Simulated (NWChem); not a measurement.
Species: SiH2OClF; SMILES Cl[SiH](F)O

```xyz
6

Si    -0.0035     0.4580     0.3725
O     -1.2888     1.2525    -0.2530
F      1.3736     1.0307    -0.2430
Cl    -0.0539    -1.5332    -0.1190
H     -0.0067     0.6517     1.8296
H     -1.4996     1.1414    -1.1853
```
Atoms are numbered in this order, from 1.

Computed with NWChem. All runs use the structure optimised with PBE0/def2-SVP. Vzz is the largest principal value of the second derivative of the potential at the nucleus (NWChem prints the opposite sign); η is the asymmetry. Non-relativistic.

### Question
Predict the results for Hartree-Fock/def2-SVP. Quantities: Vzz O2 (a.u.); η O2; Vzz Cl4 (a.u.); η Cl4.

### Answer
```
Property        Result
--------------  ------
Vzz O2 (a.u.)    1.486
η O2              0.54
Vzz Cl4 (a.u.)   1.895
η Cl4             0.04
```
